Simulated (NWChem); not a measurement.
System: AuNH₄; SMILES [NH3]->[AuH]

NWChem input:

```
start job
memory heap 200 mb stack 900 mb global 1100 mb
geometry units angstroms noautosym nocenter noautoz
  Au    -0.001461    -0.219095    -0.000009
  H     -0.002620    -1.786992     0.000021
  N     -0.000109     1.978607    -0.000013
  H     -0.004302     2.355305    -0.948275
  H      0.823469     2.354882     0.470368
  H     -0.818996     2.355605     0.477917
end
basis spherical
  * library def2-svpd
end
ecp
  Au library def2-ecp
end
dft
  xc b3lyp
  iterations 150
end
tddft
  nroots 8
  notriplet
end
task tddft energy
```

Geometry: optimised at PBE0/def2-SVP. B3LYP is NWChem's, with the RPA form of VWN correlation. def2 effective core potentials on Au; no spin-orbit coupling.

Vertical excitations in the gas phase.

Problem. Predict the main results of this run. (B3LYP/def2-SVPD with def2 effective core potentials on Au, full TDDFT.) Quantities: lowest excitation, singlet (eV); oscillator strength of that lowest state; lowest state with f > 0.02, singlet (eV); oscillator strength of that bright state; orbital gap (eV).

Solution. The lowest excitation, singlet (eV) is 4.94, the oscillator strength of that lowest state comes out as 0.071 and the lowest state with f > 0.02, singlet (eV) comes out as 4.94. The oscillator strength of that bright state comes out as 0.071 and the orbital gap (eV) is 5.66.
